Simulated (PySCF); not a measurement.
Several structures and their simulated spectra, in scrambled order.

A. 1,1-difluorocyclohexane ax (SMILES FC1(F)CCCCC1)
B. SMILES CC([Si@](OC)([SiH3])Cl)C
C. SMILES C=C(C#C[SiH2]C)CCl

Spectrum 1. 1H NMR (500 MHz, computed): δ 3.83 (s, 3H), 3.40 (s, 3H), 1.27 (m, 1H), 1.09 (d, 3H), 1.02 (d, 3H). 13C{1H} NMR (computed): δ 52.8 (CH3), 28.0 (CH), 19.6 (CH3), 18.3 (CH3).

Spectrum 2. 1H NMR (500 MHz, computed): δ 1.90 (m, 4H), 1.69 (m, 4H), 1.40 (m, 2H). 13C{1H} NMR (computed): δ 128.4 (C), 38.9 (CH2), 28.9 (CH2), 27.0 (CH2).

Spectrum 3. 1H NMR (500 MHz, computed): δ 5.98 (m, 1H), 5.96 (m, 1H), 4.54 (q, 2H), 4.13 (s, 2H), 0.38 (t, 3H). 13C{1H} NMR (computed): δ 137.1 (C), 135.4 (CH2), 113.4 (C), 100.6 (C), 55.2 (CH2), -4.8 (CH3).

All values are calculated (PySCF 2.14.0 with density-fitted response routines): shieldings: GIAO PBE0/pcSseg-1, geometry from GFN2-xTB. Equivalent nuclei averaged, no solvent, relativity neglected, single conformer.

Scale: 1H and 13C vs TMS (reference shieldings calculated alike). Splittings of carbon signals by F and P are missing where no couplings were computed. Where no couplings were computed, multiplicities follow the n + 1 count of equivalent neighbours, and m marks all less simple cases (inequivalent or close neighbours, rings, F or P nearby). Shifts are as computed. Against solution values, carbons near 30 ppm lie about +3 ppm off and those near 130 ppm about +5 ppm; carbons on Cl a further +6 ppm. Of 1211 compounds with measured shifts, 218 miss one by over three times the rms of a fit or turn the order of signals round; such compounds aren't used in these exercises. Carbons bonded to Cl come out too deshielded.

Question: Which spectrum belongs to which compound?

Answer: 1–B, 2–A, 3–C.

- Spectrum 1 (B): 4 13C signals; δC 52.8 is a methyl carbon bonded to O; δC 19.6 is a methyl carbon.
- Spectrum 2 (A): 4 13C signals; δC 128.4 is a fully substituted sp3 carbon bonded to 2 F; δC 38.9 is an sp3 CH2 in a ring.
- Spectrum 3 (C): 6 13C signals; δC 137.1 is a fully substituted alkene carbon; δC 135.4 is a terminal =CH2 carbon.
